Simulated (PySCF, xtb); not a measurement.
H3O4Si, SMILES [O][Si](O)(O)O, multiplicity 2. Other conformers were not sampled.

Harmonic wavenumbers (cm⁻¹) from GFN2-xTB run with xtb at its own minimum, in rising order: 158, 228, 238, 278, 293, 301, 320, 339, 703, 814, 826, 839, 860, 975, 1085, 3646, 3681, 3688.

Problem. What does B3LYP-D3(BJ)/def2-SVP (PySCF 2.14.0) give at its own minimum? (The exact figures need the calculation; the answer reports its results.)

Solution. 121, 217, 225, 286, 306, 329, 338, 373, 752, 794, 802, 814, 880, 986, 1008, 3866, 3873, 3884. Paired by order, the mean absolute difference is 55 cm⁻¹ and the zero-point energies are 27.6 and 28.4 kcal/mol.
